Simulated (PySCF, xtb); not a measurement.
C3H3N, SMILES C=CC#N.

Harmonic wavenumbers (cm⁻¹) from GFN2-xTB (xtb 6.7.1) at its own minimum, in rising order: 217, 321, 555, 675, 905, 908, 992, 1064, 1252, 1395, 1661, 2377, 3055, 3105, 3135.

What does PBE-D3(BJ)/def2-SVP (PySCF) give at its own minimum? (Estimate from the structure and the level; the computed values follow.)

221, 336, 552, 688, 872, 930, 965, 1063, 1253, 1372, 1635, 2271, 3091, 3101, 3199. Paired by order, the mean absolute difference is 25 cm⁻¹ and the zero-point energies are 30.9 and 30.8 kcal/mol.
